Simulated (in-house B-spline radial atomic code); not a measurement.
K. Computed with a B-spline radial atomic code. Model: non-relativistic spherical atom: semilocal Troullier-Martins pseudo-atom, one channel per l, against all electrons, high spin, G0W0 and RPA with empty states to l = 8, local potential for every l without a channel, a model core (radius 0 = none) keeps its share of the functional.

What the tables leave out is listed at the end.

The pseudopotential gives back the lowest level of each angular momentum of its own functional in the configuration it was made in; a second state of the same l is only approximately right. Exact exchange, RPA and GW see the smooth pseudo-orbitals and miss the exchange with the core, for which the functional's share stands in. The column with an uncorrelated core keeps all orbitals and exact exchange, and so separates missing core correlation from pseudisation. Only the three outermost levels and the lowest empty one were computed. RPA here is direct RPA, with no exchange kernel, and its energies carry an (l + 1/2)⁻⁴ tail. A hybrid on a potential with a model core restores only its own semilocal share of the core's exchange.

Command:
```bash
python run_psgw.py task.json out
```
Settings (lengths in bohr, energies in hartree):
```
Z                      19
electrons              19
configuration          [Ar] 4s1
generated_in           [Ar] 4s1
functional             pbe,pbe
core_shells            3
radius_factor          1.3
core_correction        True
ion_configuration      [Ne] 3s2 3p6
```

Cost of the run: 45 s on 1 thread of Arm Neoverse N1, on a shared host.

Given: made with PBE; model core radius 0.671 bohr; local radius 1.423 bohr; mean-field start PBE.

Valence shells of the generating configuration: 3s, 3p, 4s.

Channel: s 1.408, p 1.506 (radii in bohr).

Computed: largest level miss in the spin-unpolarised generating configuration 0.024 eV; valence RPA correlation energy all-electron orbitals -0.47621 hartree; valence RPA correlation energy pseudo -0.45076 hartree; pseudo-atom RPA polarisability 159.57 bohr³; ionisation by mean-field pseudo minus all 0.042 eV; ionisation by RPA all-electron 4.7792 eV; ionisation by RPA pseudo minus all 0.031 eV.

```json
{"level": "4s up", "occupied": "1", "mean-field all-electron (eV)": "-2.5341", "mean-field pseudo minus all (eV)": "-0.025", "G0W0 all-electron (eV)": "-4.3991", "G0W0 uncorrelated core minus all (eV)": "0.005", "G0W0 pseudo minus all (eV)": "-0.032", "exchange self-energy all-electron (eV)": "-5.7381", "exchange self-energy pseudo (eV)": "-5.5914"}
{"level": "4s down (empty)", "occupied": "0", "mean-field all-electron (eV)": "-1.507", "mean-field pseudo minus all (eV)": "-0.03", "G0W0 all-electron (eV)": "-0.48547", "G0W0 uncorrelated core minus all (eV)": "0.007", "G0W0 pseudo minus all (eV)": "0", "exchange self-energy all-electron (eV)": "-0.96787", "exchange self-energy pseudo (eV)": "-0.73342"}
```

(1) What is the all-electron RPA polarisability, core included?

(2) What is the ionisation by mean-field all-electron?

Given: mean-field start PBE0.

Computed: valence RPA correlation energy all-electron orbitals -0.44037 hartree; valence RPA correlation energy pseudo -0.4204 hartree; pseudo-atom RPA polarisability 130.22 bohr³; ionisation by mean-field all-electron 4.3765 eV; ionisation by RPA all-electron 4.6574 eV; ionisation by RPA pseudo minus all 0.018 eV.

```json
{"level": "4s up", "occupied": "1", "mean-field all-electron (eV)": "-2.9886", "mean-field pseudo minus all (eV)": "-0.018", "G0W0 all-electron (eV)": "-4.5761", "G0W0 uncorrelated core minus all (eV)": "0.006", "G0W0 pseudo minus all (eV)": "-0.018", "exchange self-energy all-electron (eV)": "-5.6377", "exchange self-energy pseudo (eV)": "-5.4799"}
{"level": "4s down (empty)", "occupied": "0", "mean-field all-electron (eV)": "-1.0057", "mean-field pseudo minus all (eV)": "-0.018", "G0W0 all-electron (eV)": "-0.36394", "G0W0 uncorrelated core minus all (eV)": "0.007", "G0W0 pseudo minus all (eV)": "-0.004", "exchange self-energy all-electron (eV)": "-0.76724", "exchange self-energy pseudo (eV)": "-0.57859"}
```

(3) What is the all-electron RPA polarisability, core included?

(4) What is the ionisation by mean-field pseudo minus all?

Results:

(1) 162.84 bohr³.

(2) 4.4493 eV.

(3) 131.32 bohr³.

(4) 0.024 eV.

Among the listed levels the largest G0W0 shift of the pseudo-atom is -0.03 eV, for 4s up on the PBE start, while leaving the core uncorrelated moves that level by +0.01 eV. The rest, -0.04 eV, comes from pseudisation and the lost core exchange. Not in the tables (levels of low weight, unsolved or above zero; the highest and the empty levels are kept at any weight): on PBE the G0W0 levels 3p down (pseudo minus all -0.02 eV, weights 0.07 and 0.09), 3p up (pseudo minus all -0.02 eV, weights 0.06 and 0.09); on PBE0 the G0W0 levels 3p down (pseudo minus all -0.03 eV, weights 0.08 and 0.08), 3p up (pseudo minus all +0.41 eV, weights 0.03 and 0.08); no Hartree-Fock pseudo-atom is run with a model core.
